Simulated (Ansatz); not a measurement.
CH5NOPb, SMILES [O]([Pb][NH2])C (connectivity only; charge and spin as stated), neutral, multiplicity 1.

Geometry: r2SCAN-D4/def2-SVP. The structure was generated by enumeration; whether it is a known compound was not checked. The def2 effective core potentials stand for the cores of Pb; spin–orbit coupling is left out. Other conformers were not sampled.

Two levels are set side by side: PBE/def2-SVPD (Ansatz, a first-principles code) and CAM-B3LYP/def2-SVPD (Ansatz). Energy differences of separate SCF runs at the same geometry; the states with an electron removed or added have multiplicity 2 and 2. Differences are taken from unrounded values.

```csv
quantity,CAM-B3LYP
vertical ionisation energy (eV),8.92
vertical singlet–triplet gap (eV),3.57
```

Q: What does PBE give, and how far is it from CAM-B3LYP? (An estimate is asked for; the answer gives what the named calculation found.)

A: 
```json
[
 {"quantity": "vertical ionisation energy (eV)", "PBE": "8.42", "PBE minus CAM-B3LYP": "-0.50"},
 {"quantity": "vertical singlet–triplet gap (eV)", "PBE": "3.29", "PBE minus CAM-B3LYP": "-0.28"}
]
```
